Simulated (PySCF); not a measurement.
A calculated (UHF, PySCF 2.14, def2-TZVP, no relativity, point nucleus) atom or ion has these occupied shells.

```tsv
shell	electrons	orbital energy (eV)	rms radius, mean of both spins (bohr)
1s α	1	-140.38	0.482
1s β	1	-139.28	0.482
2s α	1	-18.124	2.47
```

(1) Name the element and its charge.

Answers

(1) Be⁺ (beryllium, charge +1), in [He] 2s1, 2S determinant.
